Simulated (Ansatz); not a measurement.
## Nudged elastic band run: C₄H₇FSi

Input file:

```yaml
crystal:
  periodic: [false, false, false]
  atoms:
    - { symbol: C, position_ang: [-2.346655, 0.588139, -0.42614] }
    - { symbol: C, position_ang: [-1.022388, 1.046531, 0.073582] }
    - { symbol: F, position_ang: [-1.135157, 2.132149, 0.95638] }
    - { symbol: C, position_ang: [0.162226, 0.577453, -0.211723] }
    - { symbol: C, position_ang: [1.341296, 0.077496, -0.469247] }
    - { symbol: Si, position_ang: [2.13193, -1.307382, 0.560861] }
    - { symbol: H, position_ang: [-2.231459, -0.254567, -1.109648] }
    - { symbol: H, position_ang: [-2.859821, 1.399549, -0.951942] }
    - { symbol: H, position_ang: [-2.982872, 0.278838, 0.409153] }
    - { symbol: H, position_ang: [1.917786, 0.465622, -1.309607] }
    - { symbol: H, position_ang: [1.18728, -1.723695, 1.642149] }
    - { symbol: H, position_ang: [2.440653, -2.485406, -0.315222] }
    - { symbol: H, position_ang: [3.417681, -0.829528, 1.165905] }
basis:
  gaussian: { orbitals: "6-31G" }
hamiltonian:
  xc: cam_b3lyp
  dispersion: d4
neb:
  order_check: false
  images: 5
  f_tol: 0.05
  max_iterations: 6
  final_atoms:
    - { symbol: C, position_ang: [-2.38740102, 0.50993011, -0.73431846] }
    - { symbol: C, position_ang: [-1.40997593, 1.10345897, -0.0598476] }
    - { symbol: F, position_ang: [-1.64982276, 2.36735608, 0.47958238] }
    - { symbol: C, position_ang: [-0.04910978, 0.65372806, 0.23053469] }
    - { symbol: C, position_ang: [0.43402734, -0.5766391, 0.0083161] }
    - { symbol: Si, position_ang: [2.21442176, -1.07639389, 0.38734104] }
    - { symbol: H, position_ang: [-2.24220206, -0.46313231, -1.18364511] }
    - { symbol: H, position_ang: [0.57871381, 1.42612236, 0.66764439] }
    - { symbol: H, position_ang: [-3.349478, 0.9886772, -0.85075849] }
    - { symbol: H, position_ang: [-0.22512465, -1.33809597, -0.40760712] }
    - { symbol: H, position_ang: [2.2526172, -2.21109102, 1.36596899] }
    - { symbol: H, position_ang: [2.92214795, -1.52071727, -0.85740589] }
    - { symbol: H, position_ang: [2.93168614, 0.10199577, 0.96869606] }
  initial_path:
    images:
      - { positions_ang: [[-2.346655, 0.588139, -0.42614], [-1.022388, 1.046531, 0.073582], [-1.135157, 2.132149, 0.95638], [0.162226, 0.577453, -0.211723], [1.341296, 0.077496, -0.469247], [2.13193, -1.307382, 0.560861], [-2.231459, -0.254567, -1.109648], [-2.859821, 1.399549, -0.951942], [-2.982872, 0.278838, 0.409153], [1.917786, 0.465622, -1.309607], [1.18728, -1.723695, 1.642149], [2.440653, -2.485406, -0.315222], [3.417681, -0.829528, 1.165905]] }
      - { positions_ang: [[-2.33436121, 0.75192193, -0.49832285], [-1.09706253, 0.92096214, 0.1236408], [-1.21951499, 1.72024522, 1.15086877], [0.07792808, 0.41395332, -0.20782168], [1.19849717, -0.12307432, -0.5253258], [2.15708588, -1.20837006, 0.55422794], [-2.41107428, -0.07647246, -1.13548984], [-2.22069374, 1.2990415, -0.82107647], [-3.03553152, 0.72338175, 0.26738821], [1.63375386, 0.06933085, -1.42200788], [1.34940215, -1.81755688, 1.6109273], [2.73687266, -2.2127189, -0.27426768], [3.18519848, -0.49544509, 1.19176018]] }
      - { positions_ang: [[-2.32206743, 0.91570486, -0.5705057], [-1.17173706, 0.79539327, 0.1736996], [-1.30387298, 1.30834144, 1.34535755], [-0.00636984, 0.25045364, -0.20392036], [1.05569834, -0.32364464, -0.5814046], [2.18224176, -1.10935811, 0.54759488], [-2.59068955, 0.10162208, -1.16133167], [-1.58156649, 1.198534, -0.69021095], [-3.08819104, 1.1679255, 0.12562342], [1.34972172, -0.32696031, -1.53440876], [1.51152429, -1.91141876, 1.5797056], [3.03309232, -1.94003181, -0.23331336], [2.95271595, -0.16136217, 1.21761535]] }
      - { positions_ang: [[-2.30977364, 1.07948778, -0.64268855], [-1.24641159, 0.66982441, 0.22375841], [-1.38823097, 0.89643766, 1.53984632], [-0.09066776, 0.08695397, -0.20001905], [0.91289951, -0.52421496, -0.63748341], [2.20739764, -1.01034617, 0.54096182], [-2.77030483, 0.27971663, -1.18717351], [-0.94243923, 1.0980265, -0.55934542], [-3.14085055, 1.61246925, -0.01614138], [1.06568958, -0.72325146, -1.64680965], [1.67364644, -2.00528064, 1.5484839], [3.32931198, -1.66734471, -0.19235904], [2.72023343, 0.17272074, 1.24347053]] }
      - { positions_ang: [[-2.33564943, 0.88963523, -0.67323185], [-1.30093303, 0.81436926, 0.12922307], [-1.47542823, 1.3867438, 1.18642501], [-0.0768151, 0.27587866, -0.05650113], [0.75327545, -0.54168968, -0.4222169], [2.20973901, -1.03236208, 0.4897549], [-2.59427057, 0.03210032, -1.18599738], [-0.43538822, 1.20739178, -0.15034881], [-3.21039304, 1.40453857, -0.29434708], [0.63541817, -0.92819963, -1.23374214], [1.86663669, -2.0738841, 1.4876456], [3.19359064, -1.6184689, -0.41404132], [2.79071767, 0.14914575, 1.15187904]] }
      - { positions_ang: [[-2.36152523, 0.69978267, -0.70377515], [-1.35545448, 0.95891411, 0.03468774], [-1.56262549, 1.87704994, 0.8330037], [-0.06296244, 0.46480336, 0.08701678], [0.5936514, -0.55916439, -0.2069504], [2.21208038, -1.05437798, 0.43854797], [-2.41823631, -0.215516, -1.18482124], [0.0716628, 1.31675707, 0.25864779], [-3.27993552, 1.19660788, -0.57255279], [0.20514676, -1.1331478, -0.82067463], [2.05962694, -2.14248756, 1.42680729], [3.05786929, -1.56959308, -0.63572361], [2.8612019, 0.12557076, 1.06028755]] }
      - { positions_ang: [[-2.38740102, 0.50993011, -0.73431846], [-1.40997593, 1.10345897, -0.0598476], [-1.64982276, 2.36735608, 0.47958238], [-0.04910978, 0.65372806, 0.23053469], [0.43402734, -0.5766391, 0.0083161], [2.21442176, -1.07639389, 0.38734104], [-2.24220206, -0.46313231, -1.18364511], [0.57871381, 1.42612236, 0.66764439], [-3.349478, 0.9886772, -0.85075849], [-0.22512465, -1.33809597, -0.40760712], [2.2526172, -2.21109102, 1.36596899], [2.92214795, -1.52071727, -0.85740589], [2.93168614, 0.10199577, 0.96869606]] }
```

Run as:

```bash
$ ansatz run input.yaml --threads 2 --pin off --max-ram 3072MiB --backend cpu --events-out ev --progress --plain --runs-dir out
```

Output, in part (warnings, iteration lines):

```
NEB end point (image 0): max|allowed force component| = 1.592e-2 eV/Å (the criterion of neb.relax_end_points is 1.000e-2)
NEB end point (image 6): max|allowed force component| = 2.232e-2 eV/Å (the criterion of neb.relax_end_points is 1.000e-2)
NEB iter   1: max|band force component| = 5.682e1 eV/Å  barrier→ = 11.4749 eV  barrier← = 11.9747 eV  Δτ_max = 0.1954 Å  (196 SCF iters)
NEB iter   2: max|band force component| = 1.537e1 eV/Å  barrier→ = 6.5662 eV  barrier← = 7.0659 eV  Δτ_max = 0.1984 Å  (172 SCF iters)
NEB iter   3: max|band force component| = 7.991e0 eV/Å  barrier→ = 5.4504 eV  barrier← = 5.9501 eV  Δτ_max = 0.2000 Å  (160 SCF iters)
NEB iter   4: max|band force component| = 3.102e0 eV/Å  barrier→ = 4.4633 eV  barrier← = 4.9631 eV  Δτ_max = 0.2000 Å  (162 SCF iters)
NEB iter   5: max|band force component| = 5.242e0 eV/Å  barrier→ = 3.3229 eV  barrier← = 3.8226 eV  Δτ_max = 0.1029 Å  (153 SCF iters)
NEB iter   6: max|band force component| = 4.543e0 eV/Å  barrier→ = 2.3514 eV  barrier← = 2.8511 eV  Δτ_max = 0.1033 Å  (148 SCF iters)
Error: NEB band did not converge after 6 iterations: max|band force component| = 4.54e0 eV/Å (threshold 5.0e-2); raise `neb.max_iterations` in a new run, which can start from the last band evaluated (`neb.initial_path`, with `crystal.atoms` and `neb.final_atoms` set to its first and last images), …
```

The run ended unconverged. The band didn't meet its force threshold, so its energies are provisional: the largest band force was still 4.54 eV/Å, and over the last iterations the top moved between 2.35 and 4.46 eV. The orbitals stay closed-shell, which can raise the energy where a bond breaks towards radicals; this wasn't checked here. Limits of this set-up: no polarisation functions.

Final band (atoms are numbered from 1 in the order of the input):

| image | path coordinate (Å) | energy (kcal/mol) | C1–H8 (Å) | C4–H8 (Å) |
| --- | --- | --- | --- | --- |
| 0 | 0.00 | 0.0 | 1.09 | 3.22 |
| 1 | 1.60 | 5.6 | 1.08 | 3.08 |
| 2 | 3.20 | 33.6 | 1.10 | 2.52 |
| 3 | 4.79 | 51.0 | 2.18 | 1.09 |
| 4 | 6.38 | 54.2 | 2.88 | 1.07 |
| 5 | 7.97 | -5.2 | 3.37 | 1.09 |
| 6 | 9.55 | -11.5 | 3.41 | 1.09 |

The run took 2.4 min on 2 threads of Arm Neoverse N1, on a shared host, peak memory 0.21 GiB.
